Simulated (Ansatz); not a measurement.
```yaml
crystal:
  periodic: [true, true, true]
  atoms:
    - {symbol: B, position_ang: [-1.311847, 0.052330, -0.545299]}
    - {symbol: P, position_ang: [-0.435213, -1.556369, 0.231638]}
    - {symbol: N, position_ang: [0.530761, -0.958283, 1.410964]}
    - {symbol: S, position_ang: [0.239551, -0.361466, -1.730068]}
    - {symbol: S, position_ang: [1.661607, 1.153427, -1.104469]}
    - {symbol: H, position_ang: [-1.244061, 1.137028, 0.163172]}
    - {symbol: H, position_ang: [-2.265607, -0.365994, -1.168895]}
    - {symbol: H, position_ang: [0.397862, 0.159707, 1.639009]}
    - {symbol: H, position_ang: [1.363065, -1.314725, 1.800243]}
    - {symbol: H, position_ang: [0.960453, 2.250192, -0.937458]}
basis:
  gaussian: {orbitals: cc-pVTZ}
hamiltonian: {xc: {name: wPBEh}}
```

```sh
$ ansatz run in.yaml --threads 4 --pin off --events-out ev --progress --plain --max-ram 10444MiB
```

It prints (some lines left out):

```
Error: YAML parse error: error: line 2 column 3: crystal: missing field `lattice` (a structure is typed as `lattice` and `atoms`, a molecule's as `atoms` in Å alone, or read from a run's directory, `checkpoint`)
 --> <input>:2:3
1 | crystal:
2 |   periodic: [true, true, true]
3 |   atoms:
4 |     - {symbol: B, position_ang: [-1.311847, 0.052330, -0.545299]}
```

Problem. Something in this input is off. What?

Solution. The molecule is marked periodic without a cell. The program refused the input.
